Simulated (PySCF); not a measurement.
**Electric field gradients and quadrupole coupling constants**

C3H3F5O.
Numbering: `[OH:1][C@@H:2]([CH:3]([F:4])[F:5])[C:6]([F:7])([F:8])[F:9]` (hydrogens: H10 on O1; H11 on C2; H12 on C3)

Geometry (GFN2-xTB, Å), atoms numbered from 1 in this order:
```xyz
12
C3H3F5O angstrom
O      0.0604    1.5659   -0.5101
C      0.0453    0.4204    0.2753
C     -1.1777   -0.4760   -0.0027
F     -1.3508   -0.6691   -1.3206
F     -2.2842    0.1735    0.4365
C      1.3428   -0.3517   -0.0093
F      2.4149    0.3431    0.3604
F      1.4898   -0.6812   -1.2854
F      1.3596   -1.4972    0.6987
H     -0.8173    1.9708   -0.5255
H      0.0437    0.6531    1.3559
H     -1.1252   -1.4523    0.5006
```

Field gradients from the B3LYP/pcJ-1 density (PySCF, non-relativistic), principal values in atomic units, ordered |Vxx| ≤ |Vyy| ≤ |Vzz|:

| atom | Vxx | Vyy | Vzz |
| --- | --- | --- | --- |
| O1 | 0.0742 | 1.9448 | -2.0190 |

Find the asymmetry η = (Vxx − Vyy)/Vzz and the couplings χ = eQV/h (234.96 MHz × Q in barn × V in au), with Q(17O) = −0.0256 b.

```csv
atom,environment,nucleus,η,χzz (MHz),χxx (MHz),χyy (MHz)
O1,alcohol oxygen,17O,0.93,12.14,-0.45,-11.70
```

At O1 η is above 0.9: Vyy and Vzz are nearly equal in size and opposite in sign, so a small change could swap them and flip the sign of χzz. 

What is Vzz at O1 in SI units (1 au = 9.71736 × 10²¹ V/m²)?

-2.0190 au = -19.619 × 10²¹ V/m².

And the gradient at the other heavy atoms, for which no coupling is worked out here?

```tsv
atom	environment	Vzz (au)	η
C2	carbinol carbon (C–OH)	0.271	0.40
C3	CHF2 carbon	-0.526	0.76
F4	fluorine of a CF2 group	2.895	0.10
F5	fluorine of a CF2 group	2.834	0.06
C6	CF3 carbon	-0.430	0.09
F7	fluorine of a CF3 group	2.871	0.03
F8	fluorine of a CF3 group	2.883	0.04
F9	fluorine of a CF3 group	2.815	0.02
```

What couplings would deuterons (Q(2H) = 0.00286 b) have in place of the hydrogens, at this geometry?

```tsv
atom	bonded to	bond length (Å)	Vzz (au)	η	χzz (kHz)
H10	O1	0.967	0.4352	0.16	292
H11	C2	1.105	0.2537	0.03	170
H12	C3	1.100	0.2557	0.03	172
```

The structure is a single GFN2-xTB conformer in the gas phase; no vibrational or solvent corrections. GFN2-xTB bond lengths can be off by several hundredths of an ångström, more for odd bonds, and the gradients follow them. With so small a basis the couplings can be 20 % off.
